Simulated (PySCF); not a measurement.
BO, SMILES [B]=O, multiplicity 2. Coordinates come from a PBE-D3(BJ)/def2-TZVPD optimisation.

Problem. Give the equilibrium geometry at PBE-D3(BJ)/def2-TZVPD (PySCF confirms it by a frequency run) as a Z-matrix, and its point group. (The exact figures need the calculation; the answer reports its results.)

Solution. point group C∞v.
```
B
O 1 1.2148
```
Charge 0, spin multiplicity 2.
